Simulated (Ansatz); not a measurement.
Program: Ansatz. Geometries: PBE0-D4/def2-TZVP. ΔE: electronic, gas phase. CBS: MP2 limit from def2 TZ/QZ plus the TZ coupled-cluster correction, frozen cores. This one scheme is used for every species. Functionals use def2-TZVPP. B3LYP here is the variant with VWN-RPA as its local correlation; programs differ in this. HSE06 is defined as in plane-wave codes. One conformer a species, not always the lowest.

`C[SiH](F)BS` + `[OH][AlH][Cl]` → `SB[O][AlH][Cl]` + `C[SiH2]F`  (cleavage of the B–Si bond)

`C[SiH](F)BS`:

Z-matrix (Å, degrees):
```
C
Si 1 1.863
H 1 1.093 2 110.4
H 1 1.094 2 110.7 3 -118.9
H 1 1.092 2 111.6 3 120.5
F 2 1.611 1 107.9 3 -54.9
B 2 2.007 1 114.0 3 -176.8
H 2 1.492 1 109.3 3 60.8
S 7 1.763 2 123.7 1 -28.9
H 7 1.195 2 123.3 1 153.3
H 9 1.346 7 100.6 2 2.7
```

`[OH][AlH][Cl]`:

Z-matrix (Å, degrees):
```
Al
O 1 1.684
Cl 1 2.096 2 119.8
H 1 1.563 2 119.3 3 180.0
H 2 0.956 1 124.3 3 0.0
```

`SB[O][AlH][Cl]`:

Cartesian coordinates in Å:
```
S 0.165 0.071 2.360
B 0.703 0.477 0.678
O 0.103 -0.121 -0.357
Al -0.786 -0.762 -1.620
Cl -2.455 0.299 -2.276
H 1.033 0.880 2.985
H 1.590 1.266 0.515
H -0.354 -2.108 -2.285
```

`C[SiH2]F`:

Cartesian coordinates in Å:
```
C -0.958 0.209 -0.090
Si 0.851 -0.173 0.039
F 1.180 -0.694 1.521
H -1.247 0.983 0.624
H -1.194 0.569 -1.095
H -1.562 -0.680 0.103
H 1.249 -1.248 -0.905
H 1.681 1.035 -0.198
```

```tsv
level	ΔE (kcal/mol)	difference from CCSD(T)/CBS
LDA (SPW92)	-31.0	1.8
revPBE-D4	-29.2	3.6
r2SCAN-D4	-32.9	-0.1
PBE0-D4	-31.2	1.6
B3LYP-D4	-33.9	-1.1
HSE06-D4	-31.3	1.5
B2PLYP	-34.8	-2.0
PBE0	-31.8	1.0
B3LYP	-34.9	-2.1
HSE06	-31.8	1.0
CAM-B3LYP	-35.9	-3.1
MP2/def2-SVP	-38.9	-6.1
HF/def2-TZVPP	-40.3	-7.5
SCS-MP2/def2-TZVPP	-35.1	-2.3
CCSD/def2-TZVPP	-34.1	-1.3
SCS-MP2/def2-QZVPP	-35.0	-2.2
CCSD(T)/CBS	-32.8	0
```

Largest T1 diagnostic among the species: 0.014.

From BLYP to BHLYP (50 % exact exchange), in def2-TZVPP and without D4, ΔE moves by −3.2 kcal/mol. The D4 term adds +1.0 kcal/mol with B3LYP and +0.6 kcal/mol with PBE0; it sums over pairs of atoms, weighted by their polarisabilities, and B3LYP, whose exchange is more repulsive, gets the larger term. At CCSD(T), def2-SVP lies −4.8 kcal/mol from the extrapolated value and def2-TZVPP −0.4 kcal/mol.
